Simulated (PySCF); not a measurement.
# One molecule, several mistakes: BGeH3N2

All numbers below are calculated, not measured. They come from PySCF 2.14.0, an open-source quantum chemistry program, on an isolated molecule that a program drew, which may never have been made. The molecule is BGeH3N2 (charge 0, singlet), drawn as the SMILES string `B=[N][Ge][NH2]`.

Each row is a Hartree-Fock (HF) and frozen-core CCSD(T) single point in the cc-pVDZ basis, meant for a local HF minimum. Run 1 is clean. Each other run has one planted mistake out of seven kinds, and not every kind appears here: one electron removed, one electron added, multiplicity raised by two, geometry at a saddle point, minimal basis STO-3G, one bond length entered in bohr, all coordinates scaled. The reference is restricted for singlets and unrestricted otherwise, and also for a bond in bohr. Adding or removing an electron swaps singlet and doublet. Electrons count all cores. HOMO and LUMO are orbital energies over both spins, the gradient is its largest component, and the lowest frequency (negative if imaginary) is given only where the gradient is small. Bond lengths are over the 6 bonds as drawn. T1 is the CCSD diagnostic: over 0.02 (restricted) or 0.045 (unrestricted) a single reference is doubtful. Germanium has the cc-pVDZ-PP basis, with a core potential (ECP10MDF) in place of its 10 inner electrons, and its 3s, 3p and 3d shells are frozen in CCSD(T).

Geometry of the clean run:
```xyz
7
BGeH3N2, angstrom
B     1.0431   -0.9431    3.8150
N     0.5910   -1.7503    2.9825
Ge   -0.1662   -3.1609    2.0551
N     0.0685   -2.4809    0.3924
H     1.4735   -0.1724    4.5882
H    -0.2228   -2.9650   -0.4355
H     0.4959   -1.5949    0.1934
```

| run | electrons | basis functions | <S^2> | HOMO (eV) | LUMO (eV) | gradient (hartree/bohr) | lowest frequency (cm^-1) | mean bond (Å) | longest bond (Å) | T1 | HF (hartree) | CCSD(T) (hartree) | mistake |
|---|---|---|---|---|---|---|---|---|---|---|---|---|---|
| 1 | 54 | 80 | 0.000 | -9.21 | 1.93 | 1.7e-05 | 129 | 1.3476 | 1.850 | 0.0198 | -428.75299 | -429.28966 | no fault |
| 2 | 55 | 80 | 0.805 | 0.56 | 8.54 | 4.7e-02 | - | 1.3476 | 1.850 | 0.0224 | -428.70636 | -429.25357 | one electron added |
| 3 | 54 | 80 | 2.043 | -5.40 | -0.22 | 1.2e-01 | - | 1.3476 | 1.850 | 0.0232 | -428.62390 | -429.12355 | multiplicity raised by two |
| 4 | 53 | 80 | 0.771 | -15.04 | -6.54 | 1.2e-01 | - | 1.3476 | 1.850 | 0.0350 | -428.45252 | -428.94162 | one electron removed |
| 5 | 54 | 80 | 0.000 | -8.94 | 2.20 | 5.0e-02 | - | 1.2910 | 1.773 | 0.0174 | -428.73680 | -429.26212 | ? |

**Which mistake was planted in run 5, and what did it cost?**

The mean and the longest bond both change by the same factor, 0.958, and the gradient is no longer small. So the mistake is: all coordinates scaled. Subtracting run 1 and multiplying by 627.51 kcal/mol a hartree, the energy moved by 10.2 kcal/mol in HF and 17.3 kcal/mol in CCSD(T).

Cautions from the logs. Run 2: the HOMO is above zero, so the electron isn't bound and the energy depends on the basis.
